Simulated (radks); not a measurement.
Results of a calculation; reference values are marked as such.
Problem. Isoelectronic series with 31 electrons, all held in the configuration [Ar] 3d10 4s2 4p1, which need not be the ground one along the series. Code: a radial shooting solver on a logarithmic mesh with Libxc functionals. Model: Dirac Kohn-Sham, PBE, spin-unpolarised, spherical densities, point nucleus; open shells are shared between the two j in proportion to 2j + 1. Total energies (hartree) and mean radii <r> (bohr):

ion    E (hartree)   4p3/2   4p1/2   4s1/2   3d5/2
Ga     -1944.01869   3.449   3.380   2.342  0.8132
As2+   -2259.93301   2.156   2.126   1.808  0.6771
Br4+   -2602.35201   1.699   1.676   1.506  0.5869
Rb6+   -2971.32013   1.430   1.410   1.303  0.5208
Nb10+  -3789.50091   1.107   1.089   1.038  0.4280
Tc12+  -4239.12003  0.9985  0.9815  0.9444  0.3938
Rh14+  -4716.08115  0.9111  0.8945  0.8672  0.3649
Ag16+  -5220.66009  0.8387  0.8222  0.8021  0.3401
In18+  -5753.15838  0.7774  0.7610  0.7462  0.3186
Sb20+  -6313.90345  0.7248  0.7084  0.6976  0.2998
I22+   -6903.24936  0.6790  0.6625  0.6549  0.2831
Cs24+   -7521.5780  0.6389  0.6222  0.6171  0.2682
La26+   -8169.3005  0.6033  0.5865  0.5833  0.2548
Pr28+   -8846.8594  0.5715  0.5544  0.5529  0.2427
Eu32+  -10293.4247  0.5170  0.4995  0.5003  0.2217

Estimate the row of Pm30+.

Solution. E (hartree) -9554.7303; 4p3/2 0.5429; 4p1/2 0.5256; 4s1/2 0.5254; 3d5/2 0.2317.
